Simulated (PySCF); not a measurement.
C₂H₅BF₂. Atoms are numbered in the order given.

```xyz
10

B      0.0124     0.6069     0.0000
F     -1.3071     0.6975     0.0000
F      0.6722     1.7540     0.0000
C      0.7618    -0.7628     0.0000
C     -0.1215    -2.0033     0.0000
H      1.4443    -0.7552     0.8701
H      1.4443    -0.7552    -0.8701
H     -0.7761    -2.0310    -0.8843
H     -0.7761    -2.0310     0.8843
H      0.4740    -2.9285     0.0000
```

Coordinates come from a PBE0-D3(BJ)/def2-SVP optimisation. Other conformers were not sampled.

Computed with PBE/def2-TZVP (PySCF).

ESP charges are fitted to the potential on shells at 1.4 to 2.0 van der Waals radii. Atomic charges (e):

| atom | IAO | ESP fit | Löwdin |
|---|---|---|---|
| B1 | 0.70 | (withheld) | -0.90 |
| F2 | -0.30 | -0.27 | 0.37 |
| F3 | -0.30 | -0.30 | 0.36 |
| C4 | -0.46 | (withheld) | -0.25 |
| C5 | -0.42 | -0.28 | -0.30 |
| H6 | 0.17 | (withheld) | 0.17 |
| H7 | 0.17 | (withheld) | 0.17 |
| H8 | 0.15 | 0.07 | 0.13 |
| H9 | 0.15 | 0.07 | 0.13 |
| H10 | 0.15 | 0.08 | 0.12 |

**Question.** Some entries are withheld; supply them. (An estimate is asked for; the answer gives what the named calculation found.)

**Answer.** 
- B1, ESP fit: 0.63
- C4, ESP fit: -0.06
- H6, ESP fit: 0.03
- H7, ESP fit: 0.03

Computed Mayer and Wiberg (Löwdin basis) orders of the bonds:
| bond | Mayer | Wiberg |
|---|---|---|
| B1–F2 | 1.26 | 2.11 |
| B1–F3 | 1.25 | 2.11 |
| B1–C4 | 1.05 | 1.26 |
| C4–C5 | 0.99 | 1.28 |
| C4–H6 | 0.92 | 0.79 |
| C4–H7 | 0.92 | 0.79 |
| C5–H8 | 0.97 | 0.90 |
| C5–H9 | 0.97 | 0.90 |
| C5–H10 | 0.96 | 0.91 |
